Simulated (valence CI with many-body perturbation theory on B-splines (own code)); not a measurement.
In¹⁸⁺ in brief

Level of theory: configuration interaction combined with many-body perturbation theory (CI+MBPT): three valence electrons over a frozen Dirac-Fock core [Ar] 3d10, radial functions for each j: 11 s, 11 p, 9 d, 7 f, 5 g, 2 h, 1 i, with the one-electron correlation potential Σ1, the two-electron term Σ2, the three-electron term Σ3, Breit, model QED; selected CI, second order for the rest (own B-spline code, finite nucleus).

No measured spectrum was set against this ion. As an estimate, levels hold to about 250 cm⁻¹ or 0.2 % of their energy and the worst to 1 %, as in measured heavy ions of charge 2 to 7; those with d or f electrons hold less well.

Names give the largest LS component (configuration and term), which can be under half, so a name can repeat, a term be missing and a line seem to break the LS rules; names also repeat where a configuration has a term twice.

Rates and lifetimes use the calculated energies. Strong lines usually hold to 10 to 20 %, long lifetimes can be off by a factor of two.

(1) What is the ground level?

(2) Name the longest-lived excited levels whose lifetime is computed, and their main decay.

(3) How is the term 2P° of the ground level split?

(4) What are the static dipole polarisabilities of the lowest levels?

(5) How well does LS coupling describe the low levels?

## Answers

(1) 4s2 4p 2P°_1/2, composition 99 % 4s2 4p 2P°, g = 0.664.

(2) 4s2 4p 2P°_3/2 at 9.70 eV lives 231 μs, mostly by M1 to 4s2 4p 2P°_1/2. The lifetime of 4s 4p 4d 4F°_9/2 is too uncertain to give, and may be longer.

(3) J = 1/2 at 0.00, J = 3/2 at 9.70 eV.

(4) 4s2 4p 2P°_1/2 0.335; 4s2 4p 2P°_3/2 0.349 (tensor 0.030) bohr³, of which the core gives 0.0208.

(5) Among the lowest 20 levels the leading LS term, summed over configurations, holds 83 % on average. For single configurations the figures are 79 % in LS and 85 % in jj coupling. Terms mix most in the J = 3/2 level at 96.24 eV, where the leading one holds 34 %.
